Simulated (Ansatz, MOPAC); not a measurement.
System: MgF, net charge 0, doublet state. SMILES: [F][Mg]

Atoms: Mg1, F2. Bonds: Mg1-F2.

Bond lengths (Å) and angles (degrees) optimised at AM1 with MOPAC; PM3 with MOPAC; MNDO with MOPAC; PBE/6-31G* with Ansatz (a first-principles code); B3LYP/6-31G* with Ansatz; MP2/6-31G* with Ansatz, each started from the B3LYP-D3(BJ)/def2-TZVP structure (Ansatz) of the last column. A row stands for all coordinates that are equal there. 6-31G* holds six Cartesian d functions.

```json
[
 {"coordinate": "Mg1-F2", "AM1": "1.714", "PM3": "1.754", "MNDO": "1.740", "PBE/6-31G*": "1.765", "B3LYP/6-31G*": "1.752", "MP2/6-31G*": "1.758", "B3LYP-D3(BJ)/def2-TZVP": "1.770"}
]
```

Mean signed difference of all 1 bond lengths from B3LYP-D3(BJ)/def2-TZVP: AM1 -0.056 Å, PM3 -0.016 Å, MNDO -0.030 Å, PBE/6-31G* -0.006 Å, B3LYP/6-31G* -0.019 Å, MP2/6-31G* -0.012 Å.
